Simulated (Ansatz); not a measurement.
```yaml
crystal:
  periodic: [false, false, false]
  atoms:
    - {symbol: C, position_ang: [-0.774153, -1.896837, 1.320552]}
    - {symbol: C, position_ang: [-0.107665, -0.469765, 0.789940]}
    - {symbol: O, position_ang: [1.005067, -0.035870, 1.446005]}
    - {symbol: Ga, position_ang: [-0.460454, 0.274676, -0.905300]}
    - {symbol: C, position_ang: [0.598161, 1.814084, -1.376538]}
    - {symbol: H, position_ang: [-0.450334, -2.294300, 1.641111]}
    - {symbol: H, position_ang: [-1.657955, -2.157656, 0.675483]}
    - {symbol: H, position_ang: [1.263312, -0.844766, 1.792724]}
    - {symbol: H, position_ang: [-1.738839, 0.061631, -1.618366]}
    - {symbol: H, position_ang: [-0.031166, 2.806813, -1.105444]}
    - {symbol: H, position_ang: [0.760210, 1.879108, -2.442157]}
    - {symbol: H, position_ang: [1.652029, 1.958495, -0.715384]}
basis:
  gaussian: {orbitals: aug-pcseg-2}
hamiltonian: {xc: {name: HF}}
correlation: {active_space: {window: {electrons: 6, orbitals: 2}}}
accuracy: high
output: {forces: true}
```

```sh
$ ansatz run in.yaml --threads 4 --pin off --events-out ev --progress --plain --max-ram 10444MiB
```

Output, abridged:

```
Functional definition: HF
5982 factors; integrals over basis functions are off by at most 4.4e-9 eV
mean field evaluation 1: about -57550.8535 eV, gradient 5.6e1 eV
mean field evaluation 2: about -57551.0138 eV, gradient 5.6e1 eV
mean field evaluation 4: about -57558.8147 eV, gradient 7.7e0 eV
mean field evaluation 8: about -57559.0396 eV, gradient 7.3e-1 eV
mean field evaluation 16: about -57559.0442 eV, gradient 5.9e-6 eV
mean field -57559.04420282 eV, -2115.2558595321 hartree, gradient 6.3e-8 eV, S^2 0.000000; 0 other end points of the search recorded, 0 dependent functions left out
reference -57559.04420282 eV, -2115.2558595321 hartree; 32, 32 occupied and 372, 372 virtual orbitals, 5982 factors
Error: 6 electrons in 2 orbitals form no window around the highest filled level of the reference
```

In this input the active space doesn't fit the electrons. The run stopped with an error.
